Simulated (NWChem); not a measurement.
A series in which one site is exchanged, each optimised at PBE0/def2-SVP with NWChem, gas phase unless a solvent is named. Some are not confirmed as minima by frequencies. def2 effective core potentials on Mo, W; no spin-orbit coupling.

A: [W](=[O])(=[O])=[O] (WO3; site = W)
B: [O]=[Mo](=[O])=[O] (MoO3; site = Mo)
C: O=S(=O)=O (SO3; site = S)
D: [O]=[Cr](=[O])=[O] (CrO$_{3}$; site = Cr)

```tsv
quantity	A	B	C	D
dipole (D), PBE0/def2-SVP	0.01	5.11	0.00	?
orbital gap (eV), PBE0/def2-SVP	3.26	4.33	7.16	?
```

Question: Complete the blanks.

Answer: 
- dipole (D), PBE0/def2-SVP, D: 3.14
- orbital gap (eV), PBE0/def2-SVP, D: 4.12
